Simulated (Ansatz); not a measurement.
Born–Oppenheimer molecular dynamics of C₅H₉NSi (16 atoms, charge 0, multiplicity 1). It starts at the highest image of a converged band. Of that band: Beside the main top the profile has a ripple of under 15 meV (maxima at images 2, 5), which may be a very shallow well or noise. Neighbouring images differ by up to 2.1 eV, so the band resolves the path poorly. A vibrational analysis at the climbing image gives one clearly imaginary mode, 2356i cm⁻¹: a first-order saddle point.

Computed with UHF/STO-3G in Ansatz 0.2.0.

| Quantity | Value |
| --- | --- |
| ensemble | NVE (velocity Verlet) |
| time step | 0.5 fs |
| steps asked | 200 |
| starting velocities drawn for | 300 K |
| seed | 3599 |

Frames 5 fs apart, positions in Å, forces in eV/Å.

Velocities at 15 fs (Å/ps):

```
C -0.26 -6.80 2.31
C 16.90 9.09 -15.36
C -2.17 -5.56 2.04
C -1.91 -2.77 -2.34
Si 1.02 0.65 -0.52
N -1.57 -3.79 -2.17
C -19.87 -2.61 13.90
H 30.39 3.23 -22.93
H 11.10 1.64 -9.95
H 5.37 -3.23 4.80
H 1.31 2.12 0.03
H 1.26 1.26 -13.31
H 9.71 -20.03 -1.00
H -2.75 105.05 44.49
H 14.41 29.28 0.51
H 9.60 18.50 35.52
```

```xyz
16
Properties=species:S:1:pos:R:3:forces:R:3 time_fs=15 energy_less_start_eV=-1.250 T=985
C -0.252 -1.861 -1.005 -0.52 -0.21 0.28
C -0.528 -0.934 -0.195 0.64 -1.42 -1.67
C -0.180 0.332 0.276 3.09 1.85 -0.80
C 0.938 1.034 -0.310 -0.05 0.23 0.18
Si 2.088 0.482 -1.691 -0.23 -0.73 0.61
N -0.908 0.891 1.362 -3.15 -1.66 -0.25
C -2.050 -0.047 1.754 -0.54 1.52 2.71
H -0.409 -2.795 -1.493 -0.01 -0.26 -0.17
H 1.230 2.000 0.130 -0.64 -0.66 0.02
H 3.145 1.437 -1.775 -0.14 -0.04 -0.05
H 1.440 0.370 -2.965 0.06 0.09 0.32
H 2.668 -0.801 -1.352 -0.26 0.61 -0.23
H -0.356 1.125 2.186 0.63 -0.11 0.35
H -2.266 -1.011 1.270 0.58 1.25 -1.09
H -1.911 -0.379 2.775 0.53 0.12 0.57
H -2.951 0.576 1.843 0.01 -0.57 -0.77
16
Properties=species:S:1:pos:R:3:forces:R:3 time_fs=20 energy_less_start_eV=-1.413 T=1080
C -0.260 -1.896 -0.990 -0.59 -0.60 -0.13
C -0.439 -0.912 -0.291 0.16 -2.33 -1.49
C -0.161 0.325 0.278 1.49 1.24 -0.85
C 0.928 1.022 -0.320 0.02 -0.29 0.04
Si 2.092 0.483 -1.691 -0.65 0.26 0.56
N -0.941 0.861 1.357 -1.32 -0.20 1.47
C -2.127 0.003 1.863 2.36 -1.37 -2.56
H -0.257 -2.780 -1.608 -0.03 0.48 0.40
H 1.211 1.960 0.104 -0.19 0.74 0.59
H 3.155 1.422 -1.758 -0.06 0.17 -0.05
H 1.446 0.394 -2.946 -0.19 0.13 -0.24
H 2.661 -0.768 -1.428 0.25 -0.67 0.24
H -0.293 1.004 2.162 -0.52 0.11 -0.43
H -2.350 -0.902 1.097 0.74 3.00 3.08
H -1.809 -0.292 2.876 -0.82 -0.80 -0.56
H -2.982 0.653 1.947 -0.66 0.14 -0.09
16
Properties=species:S:1:pos:R:3:forces:R:3 time_fs=25 energy_less_start_eV=-1.361 T=1045
C -0.277 -1.943 -0.979 0.23 -1.89 -1.82
C -0.349 -0.926 -0.409 -0.49 1.85 2.13
C -0.116 0.337 0.263 -2.25 -1.88 -0.72
C 0.922 1.014 -0.324 0.80 2.28 1.35
Si 2.091 0.484 -1.687 -0.16 -0.48 0.07
N -0.997 0.826 1.369 2.08 1.13 0.17
C -2.160 0.072 1.953 1.36 2.44 -0.04
H -0.117 -2.724 -1.669 -0.28 -0.77 -0.02
H 1.126 1.984 0.157 0.09 -0.48 -0.52
H 3.147 1.438 -1.750 -0.09 0.02 0.02
H 1.421 0.449 -2.952 0.06 0.07 0.24
H 2.679 -0.816 -1.466 -0.33 0.56 0.09
H -0.293 0.922 2.115 -0.38 0.73 0.53
H -2.376 -0.623 1.236 -1.14 -3.34 -1.89
H -1.862 -0.360 2.907 -0.54 -0.15 -0.06
H -3.071 0.703 2.021 1.05 -0.08 0.46
16
Properties=species:S:1:pos:R:3:forces:R:3 time_fs=30 energy_less_start_eV=-0.741 T=710
C -0.291 -2.021 -0.999 0.61 0.38 -0.73
C -0.268 -0.918 -0.495 -1.31 -0.85 1.40
C -0.110 0.319 0.235 -2.36 -1.37 0.61
C 0.930 1.041 -0.308 0.45 0.79 0.50
Si 2.088 0.484 -1.682 -0.60 1.12 0.40
N -1.021 0.808 1.386 2.95 0.86 -0.90
C -2.168 0.155 2.019 -2.85 -6.86 -4.54
H -0.049 -2.792 -1.701 -0.47 -0.26 0.30
H 1.075 1.996 0.148 0.50 0.81 0.13
H 3.123 1.459 -1.740 0.09 -0.11 0.00
H 1.399 0.516 -2.923 -0.06 -0.13 -0.07
H 2.647 -0.793 -1.473 0.10 -0.35 0.18
H -0.371 0.997 2.156 0.41 0.62 -0.01
H -2.577 -0.737 1.237 1.35 3.84 2.90
H -2.020 -0.463 2.923 0.86 0.97 -0.09
H -3.027 0.802 2.193 0.34 0.57 -0.07
16
Properties=species:S:1:pos:R:3:forces:R:3 time_fs=35 energy_less_start_eV=-0.791 T=737
C -0.293 -2.092 -1.033 0.40 2.21 0.60
C -0.213 -0.925 -0.552 -1.69 -2.99 0.46
C -0.145 0.278 0.219 0.53 1.58 1.11
C 0.946 1.089 -0.278 -0.44 -0.12 0.37
Si 2.080 0.491 -1.673 -0.61 0.92 0.81
N -0.997 0.804 1.390 0.54 -0.71 -1.05
C -2.207 0.158 2.032 4.05 5.52 4.17
H -0.083 -2.932 -1.674 -0.24 0.20 0.21
H 1.112 2.093 0.131 -0.18 -0.61 0.02
H 3.120 1.456 -1.731 0.24 -0.13 -0.10
H 1.367 0.553 -2.902 0.04 -0.23 -0.05
H 2.619 -0.811 -1.446 -0.09 0.19 -0.02
H -0.407 1.196 2.157 -0.04 -0.49 -1.03
H -2.663 -0.479 1.462 -3.61 -4.54 -5.06
H -2.002 -0.388 2.949 0.68 -0.04 0.18
H -2.888 0.981 2.340 0.40 -0.76 -0.61
16
Properties=species:S:1:pos:R:3:forces:R:3 time_fs=40 energy_less_start_eV=-0.274 T=454
C -0.287 -2.124 -1.059 0.39 1.48 0.27
C -0.192 -0.984 -0.594 -1.82 -0.29 2.23
C -0.172 0.263 0.221 2.55 1.54 -0.88
C 0.952 1.130 -0.243 -1.19 -2.30 -0.50
Si 2.067 0.507 -1.657 -0.43 0.91 0.83
N -0.966 0.785 1.371 -1.72 -2.29 -2.27
C -2.213 0.186 2.059 -0.08 -0.12 -3.01
H -0.177 -3.038 -1.601 -0.15 0.06 0.05
H 1.125 2.124 0.144 -0.31 -0.03 0.45
H 3.164 1.419 -1.744 -0.09 -0.18 -0.10
H 1.345 0.540 -2.890 0.14 -0.10 0.14
H 2.579 -0.804 -1.418 -0.08 0.19 -0.02
H -0.395 1.336 2.006 0.25 -0.08 0.30
H -3.009 -0.455 1.295 4.02 2.58 3.50
H -1.848 -0.316 2.980 -0.95 -0.71 -0.87
H -2.709 1.108 2.403 -0.54 -0.69 -0.11
16
Properties=species:S:1:pos:R:3:forces:R:3 time_fs=45 energy_less_start_eV=-0.722 T=703
C -0.274 -2.130 -1.080 0.00 -0.68 -0.37
C -0.205 -1.047 -0.594 -1.28 2.84 3.29
C -0.152 0.275 0.206 1.75 -0.94 -2.16
C 0.938 1.130 -0.216 -0.74 -1.54 -0.61
Si 2.050 0.531 -1.634 -0.33 0.67 0.87
N -0.957 0.736 1.321 -0.73 -0.25 -0.34
C -2.188 0.236 2.055 8.22 4.69 3.82
H -0.307 -3.111 -1.507 0.03 0.34 -0.01
H 1.070 2.111 0.238 -0.12 -0.36 0.05
H 3.198 1.354 -1.778 -0.05 0.27 0.03
H 1.345 0.505 -2.862 -0.17 0.12 -0.17
H 2.527 -0.772 -1.388 0.11 -0.36 0.19
H -0.388 1.401 1.857 -0.60 -0.30 0.18
H -2.838 -0.189 1.504 -5.62 -4.40 -5.62
H -1.870 -0.401 2.870 -0.35 -0.40 0.36
H -2.661 1.122 2.449 -0.12 0.30 0.50
16
Properties=species:S:1:pos:R:3:forces:R:3 time_fs=50 energy_less_start_eV=-0.670 T=672
C -0.260 -2.137 -1.103 -0.50 1.38 1.24
C -0.244 -1.064 -0.534 -0.30 0.57 0.65
C -0.103 0.269 0.154 -2.08 -2.90 0.29
C 0.911 1.102 -0.203 1.16 0.45 -0.99
Si 2.030 0.559 -1.605 0.31 -0.65 0.06
N -0.958 0.682 1.262 2.18 2.48 0.38
C -2.093 0.313 2.057 -6.51 -5.21 -2.34
H -0.430 -3.136 -1.431 0.23 -0.02 -0.34
H 0.988 2.032 0.353 0.25 -0.14 -0.34
H 3.209 1.340 -1.802 -0.31 0.27 0.24
H 1.321 0.496 -2.849 0.04 0.21 0.33
H 2.488 -0.781 -1.325 -0.15 0.60 -0.04
H -0.470 1.434 1.752 0.09 -0.05 -0.29
H -2.955 -0.225 1.317 3.22 2.64 2.67
H -1.977 -0.549 2.781 0.75 1.56 -0.37
H -2.634 1.169 2.586 1.63 -1.18 -1.16
16
Properties=species:S:1:pos:R:3:forces:R:3 time_fs=55 energy_less_start_eV=-0.910 T=802
C -0.257 -2.125 -1.105 -0.73 0.85 1.20
C -0.291 -1.070 -0.460 0.02 -1.95 -1.48
C -0.090 0.212 0.109 -2.71 -0.37 2.70
C 0.904 1.077 -0.209 1.21 0.26 -1.04
Si 2.013 0.584 -1.574 0.47 0.31 -0.37
N -0.929 0.664 1.207 1.61 1.71 0.29
C -2.070 0.313 2.024 3.61 -0.82 0.22
H -0.498 -3.127 -1.417 0.32 0.35 -0.14
H 0.962 1.947 0.407 0.32 0.61 -0.07
H 3.161 1.394 -1.775 -0.02 0.27 0.20
H 1.292 0.532 -2.788 -0.17 0.06 -0.26
H 2.438 -0.713 -1.264 0.44 -0.66 0.00
H -0.515 1.480 1.615 0.72 0.70 0.08
H -2.773 0.064 1.376 -5.08 -1.82 -3.23
H -1.921 -0.482 2.707 0.43 -1.40 1.02
H -2.381 1.143 2.579 -0.45 1.89 0.89
16
Properties=species:S:1:pos:R:3:forces:R:3 time_fs=60 energy_less_start_eV=-0.547 T=604
C -0.268 -2.098 -1.085 -0.90 -1.82 -0.23
C -0.337 -1.107 -0.411 0.26 -0.24 -0.74
C -0.123 0.150 0.111 1.07 3.06 1.33
C 0.917 1.058 -0.231 -1.23 -0.35 1.07
Si 2.001 0.609 -1.548 1.61 -1.06 -1.74
N -0.872 0.680 1.163 -1.12 1.22 1.95
C -2.041 0.287 1.974 -1.36 2.23 0.02
H -0.494 -3.070 -1.453 0.33 -0.17 -0.41
H 1.002 1.940 0.408 0.01 -0.43 -0.61
H 3.099 1.504 -1.704 -0.02 -0.06 0.05
H 1.243 0.583 -2.762 0.31 -0.09 0.07
H 2.464 -0.721 -1.221 0.11 0.62 -0.51
H -0.467 1.579 1.451 -0.66 -0.75 0.02
H -3.040 0.162 1.276 3.50 -0.14 2.94
H -1.793 -0.547 2.723 -1.09 1.00 -1.84
H -2.125 1.274 2.609 -0.82 -3.01 -1.38
16
Properties=species:S:1:pos:R:3:forces:R:3 time_fs=65 energy_less_start_eV=-0.651 T=659
C -0.296 -2.106 -1.070 -0.72 -2.44 -0.86
C -0.377 -1.148 -0.376 0.60 1.64 0.12
C -0.139 0.141 0.137 2.53 1.67 -1.04
C 0.908 1.028 -0.239 -1.47 -1.66 0.54
Si 2.002 0.627 -1.535 1.72 -0.13 -2.22
N -0.837 0.710 1.149 -3.40 0.26 2.49
C -2.006 0.289 1.917 2.44 -0.32 -1.55
H -0.413 -3.035 -1.572 0.22 -0.11 -0.22
H 1.047 1.916 0.329 -0.29 0.57 0.47
H 3.034 1.605 -1.622 0.06 -0.14 -0.10
H 1.252 0.615 -2.740 0.21 -0.11 -0.32
H 2.537 -0.649 -1.278 0.43 -0.42 -0.21
H -0.507 1.643 1.329 -0.47 0.43 0.52
H -2.972 0.188 1.545 -1.89 -0.27 -2.57
H -1.835 -0.561 2.491 0.76 -2.27 1.30
H -2.076 1.070 2.544 -0.74 3.31 3.64
16
Properties=species:S:1:pos:R:3:forces:R:3 time_fs=70 energy_less_start_eV=-0.857 T=774
C -0.338 -2.156 -1.067 -0.14 0.72 0.58
C -0.406 -1.165 -0.343 0.71 -0.62 -1.42
C -0.114 0.163 0.151 -1.20 -0.79 0.74
C 0.878 0.978 -0.233 1.82 1.38 -0.34
Si 2.018 0.642 -1.542 1.66 -0.82 -1.89
N -0.850 0.752 1.173 -0.05 1.43 0.46
C -1.953 0.299 1.880 -6.10 -2.45 5.52
H -0.282 -3.008 -1.728 -0.19 0.37 0.54
H 1.017 1.927 0.290 -0.49 -0.66 -0.18
H 2.984 1.681 -1.561 0.14 0.04 -0.13
H 1.315 0.623 -2.780 0.14 0.01 -0.10
H 2.688 -0.620 -1.391 -0.18 0.35 0.00
H -0.657 1.733 1.300 0.11 0.32 -0.11
H -3.018 0.189 1.399 2.83 0.80 0.14
H -1.800 -0.767 2.317 0.06 2.44 -0.80
H -2.152 1.035 2.813 0.88 -2.52 -3.03
```

Of the whole run (100 fs, mean temperature of the second half 815 K): The conserved energy stayed within 0.81 meV per atom of its start (net change -0.28 meV per atom), so the integration is sound. The kinetic energy rose, since the run started high on the potential surface and went downhill. A run of 0.1 ps of so small a system gives no equilibrium averages. Limits of this set-up: minimal basis.

The run took 3.9 min on 1 thread of Intel(R) Xeon(R) 6975P-C (Granite Rapids) (shared host), peak memory 0.15 GiB.
